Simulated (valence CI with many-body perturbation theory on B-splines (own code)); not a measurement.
## Energy levels of Eu50+

Computed by relativistic CI+MBPT: three valence electrons over a frozen Dirac-Fock core [Ne], a basis of 11 s, 11 p, 10 d, 8 f, 5 g, 2 h functions for each j, with the one-electron correlation potential Σ1, the two-electron term Σ2, the three-electron term Σ3, Breit, model QED; selected CI, second order for the rest, scaled by the run's own slope (own B-spline code, finite nucleus).

No measured spectrum was set against this ion. As an estimate, large intervals hold to a few tenths of a per cent, small ones and those within an open d or f shell to about a per cent.

Levels 91 to 135 of 158, with energies above the lowest level, (3s^2 3p1/2) J=1/2. "Leading %" is the weight of the configuration and term that name the level; weights of strongly mixed levels are sums over their largest components and can fall short. In the jj column 3d3/2^4 stands for four electrons in 3d with j = 3/2. Lifetimes count E1, E2, E3, M1 and M2 decay at the calculated energies, and are blank where another channel may lead or the interval is too uncertain; long ones can be off by a factor of two.

| No. | Configuration | Term | J | E (Ry) | Leading % | Lifetime | Second component | Leading jj |
| --- | --- | --- | --- | --- | --- | --- | --- | --- |
| 91 | 3p 3d2 | 4D° | 5/2 | 73.994 | 29 | 1.15 ps | 23 % 3p 3d2 2D° | 3p1/2 3d3/2 3d5/2 (97 %) |
| 92 | 3p 3d2 | 2F° | 7/2 | 74.271 | 38 | 1.41 ps | 27 % 3p 3d2 4D° | 3p1/2 3d3/2 3d5/2 (90 %) |
| 93 | 3p 3d2 | 2P° | 3/2 | 74.612 | 28 | 1.06 ps | 28 % 3p 3d2 4D° | 3p1/2 3d3/2 3d5/2 (96 %) |
| 94 | 3p2 3d | 2P | 3/2 | 74.855 | 44 | 728 fs | 27 % 3p2 3d 2D | 3p3/2^2 3d5/2 (90 %) |
| 95 | 3p2 3d | 2D | 5/2 | 74.949 | 52 | 755 fs | 19 % 3p2 3d 2F | 3p3/2^2 3d5/2 (90 %) |
| 96 | 3p 3d2 | 2F° | 7/2 | 75.899 | 35 | 3.13 ps | 27 % 3p 3d2 4D° | 3p1/2 3d5/2^2 (91 %) |
| 97 | 3p 3d2 | 4G° | 9/2 | 76.036 | 31 | 4.98 ps | 28 % 3p 3d2 2H° | 3p1/2 3d5/2^2 (94 %) |
| 98 | 3p 3d2 | 2P° | 3/2 | 76.475 | 28 | 2.93 ps | 26 % 3p 3d2 4P° | 3p1/2 3d5/2^2 (98 %) |
| 99 | 3p 3d2 | 2F° | 5/2 | 76.549 | 39 | 3.70 ps | 24 % 3p 3d2 4D° | 3p1/2 3d5/2^2 (96 %) |
| 100 | 3p 3d2 | 2P° | 1/2 | 78.281 | 75 | 2.58 ps | 18 % 3p 3d2 4D° | 3p1/2 3d5/2^2 (94 %) |
| 101 | 3p 3d2 | 4F° | 3/2 | 82.387 | 32 | 638 fs | 22 % 3p 3d2 4D° | 3p3/2 3d3/2^2 (97 %) |
| 102 | 3p 3d2 | 4F° | 5/2 | 82.793 | 40 | 675 fs | 20 % 3p 3d2 2F° | 3p3/2 3d3/2^2 (89 %) |
| 103 | 3p 3d2 | 4D° | 1/2 | 82.904 | 76 | 625 fs | 20 % 3p 3d2 2P° | 3p3/2 3d3/2^2 (97 %) |
| 104 | 3p 3d2 | 2G° | 7/2 | 82.956 | 30 | 701 fs | 22 % 3p 3d2 2F° | 3p3/2 3d3/2^2 (89 %) |
| 105 | 3p 3d2 | 4D° | 3/2 | 84.232 | 29 | 645 fs | 18 % 3p 3d2 4S° | 3p3/2 3d3/2^2 (77 %) |
| 106 | 3p 3d2 | 4G° | 9/2 | 84.253 | 51 | 1.07 ps | 25 % 3p 3d2 4F° | 3p3/2 3d3/2 3d5/2 (98 %) |
| 107 | 3p 3d2 | 2F° | 7/2 | 84.538 | 35 | 989 fs | 30 % 3p 3d2 4F° | 3p3/2 3d3/2 3d5/2 (98 %) |
| 108 | 3p 3d2 | 4G° | 11/2 | 84.903 | 65 | 1.41 ps | 35 % 3p 3d2 2H° | 3p3/2 3d3/2 3d5/2 (79 %) |
| 109 | 3p 3d2 | 4D° | 5/2 | 85.216 | 42 | 970 fs | 41 % 3p 3d2 4P° | 3p3/2 3d3/2 3d5/2 (97 %) |
| 110 | 3p 3d2 | 2S° | 1/2 | 85.304 | 47 | 860 fs | 31 % 3p 3d2 4P° | 3p3/2 3d3/2 3d5/2 (98 %) |
| 111 | 3p 3d2 | 2F° | 5/2 | 85.480 | 49 | 868 fs | 38 % 3p 3d2 4D° | 3p3/2 3d3/2 3d5/2 (97 %) |
| 112 | 3p 3d2 | 4D° | 3/2 | 85.484 | 39 | 800 fs | 17 % 3p 3d2 2D° | 3p3/2 3d3/2 3d5/2 (90 %) |
| 113 | 3p 3d2 | 4D° | 7/2 | 85.700 | 40 | 1.00 ps | 29 % 3p 3d2 2G° | 3p3/2 3d3/2 3d5/2 (94 %) |
| 114 | 3p 3d2 | 2G° | 7/2 | 86.429 | 39 | 886 fs | 25 % 3p 3d2 4D° | 3p3/2 3d3/2 3d5/2 (80 %) |
| 115 | 3p 3d2 | 2D° | 5/2 | 86.665 | 57 | 877 fs | 18 % 3p 3d2 4P° | 3p3/2 3d3/2 3d5/2 (74 %) |
| 116 | 3p 3d2 | 2P° | 3/2 | 86.833 | 41 | 798 fs | 35 % 3p 3d2 2D° | 3p3/2 3d3/2 3d5/2 (90 %) |
| 117 | 3p 3d2 | 2G° | 9/2 | 86.880 | 75 | 986 fs | 20 % 3p 3d2 2H° | 3p3/2 3d3/2 3d5/2 (87 %) |
| 118 | 3p 3d2 | 2H° | 11/2 | 87.315 | 65 | 1.98 ps | 35 % 3p 3d2 4G° | 3p3/2 3d5/2^2 (79 %) |
| 119 | 3p 3d2 | 2D° | 5/2 | 87.517 | 55 | 982 fs | 19 % 3p 3d2 2F° | 3p3/2 3d3/2 3d5/2 (58 %) |
| 120 | 3p 3d2 | 2D° | 3/2 | 87.600 | 56 | 755 fs | 16 % 3p 3d2 4S° | 3p3/2 3d3/2 3d5/2 (87 %) |
| 121 | 3p 3d2 | 2P° | 1/2 | 87.941 | 78 | 820 fs | 9 % 3p 3d2 4D° | 3p3/2 3d3/2 3d5/2 (69 %) |
| 122 | 3p 3d2 | 2F° | 7/2 | 87.993 | 53 | 1.57 ps | 33 % 3p 3d2 4D° | 3p3/2 3d5/2^2 (88 %) |
| 123 | 3p 3d2 | 2G° | 9/2 | 88.163 | 49 | 1.32 ps | 49 % 3p 3d2 4F° | 3p3/2 3d5/2^2 (87 %) |
| 124 | 3p 3d2 | 2F° | 5/2 | 88.190 | 65 | 1.04 ps | 19 % 3p 3d2 2D° | 3p3/2 3d3/2 3d5/2 (56 %) |
| 125 | 3p 3d2 | 2P° | 1/2 | 89.355 | 81 | 1.04 ps | 11 % 3p 3d2 2S° | 3p3/2 3d5/2^2 (70 %) |
| 126 | 3p 3d2 | 2F° | 7/2 | 90.078 | 56 | 1.13 ps | 14 % 3p 3d2 2G° | 3p3/2 3d5/2^2 (91 %) |
| 127 | 3p 3d2 | 2P° | 3/2 | 90.162 | 74 | 1.41 ps | 8 % 3p 3d2 2D° | 3p3/2 3d5/2^2 (97 %) |
| 128 | 3p 3d2 | 2D° | 5/2 | 90.236 | 64 | 1.16 ps | 15 % 3p 3d2 2F° | 3p3/2 3d5/2^2 (95 %) |
| 129 | 3p 3d2 | 2P° | 3/2 | 91.299 | 56 | 965 fs | 22 % 3p 3d2 2D° | 3p3/2 3d5/2^2 (89 %) |
| 130 | 3d3 | 4F | 3/2 | 95.967 | 54 | 629 fs | 34 % 3d3 2D | 3d3/2^3 (95 %) |
| 131 | 3d3 | 4F | 5/2 | 98.172 | 86 | 839 fs | 12 % 3d3 2D | 3d3/2^2 3d5/2 (98 %) |
| 132 | 3d3 | 4P | 3/2 | 98.704 | 40 | 785 fs | 30 % 3d3 2P | 3d3/2^2 3d5/2 (96 %) |
| 133 | 3d3 | 2G | 7/2 | 98.777 | 45 | 912 fs | 41 % 3d3 4F | 3d3/2^2 3d5/2 (92 %) |
| 134 | 3d3 | 2H | 9/2 | 98.786 | 43 | 980 fs | 42 % 3d3 2G | 3d3/2^2 3d5/2 (98 %) |
| 135 | 3d3 | 4P | 1/2 | 99.064 | 61 | 775 fs | 38 % 3d3 2P | 3d3/2^2 3d5/2 (99 %) |
